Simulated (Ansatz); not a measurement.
CH8OSSi2 can be A, `C[Si](O)([SiH3])S`, or B, `CO[SiH2]S[SiH3]`.

Program: Ansatz. Geometries: PBE0-D4/def2-TZVP. ΔE: electronic, gas phase. CCSD(T)/CBS is the MP2 limit (def2-TZVPP, def2-QZVPP) plus CCSD(T) − MP2 in def2-TZVPP, frozen cores. DFT in def2-TZVPP. B3LYP here is the variant with VWN-RPA as its local correlation; programs differ in this. One conformer a species, not always the lowest.

Which isomer does CCSD(T)/CBS put lower? Give the gap. (Best estimate.)

The calculation gave: A, by 41.3 kJ/mol.

Give E(B) − E(A) in kJ/mol with B2PLYP, ωB97M-V, MP2/def2-TZVPP, CCSD(T)/def2-TZVPP, B3LYP-D4, PBE-D4, B3LYP. (An estimate is asked.)

Computed: B2PLYP 37.6, ωB97M-V 38.3, MP2/def2-TZVPP 38.2, CCSD(T)/def2-TZVPP 40.7, B3LYP-D4 39.0, PBE-D4 52.0, B3LYP 39.0. None reverses the order clearly.

Largest T1 diagnostic: 0.012.

From PBE to PBE0 (25 % exact exchange), in def2-TZVPP and without D4, E(B) − E(A) moves by −3.6 kJ/mol. In def2-TZVPP, CCSD(T) changes the Hartree–Fock value by +21.9 kJ/mol (the triples alone add +1.4 kJ/mol) and MP2 by +19.5 kJ/mol.
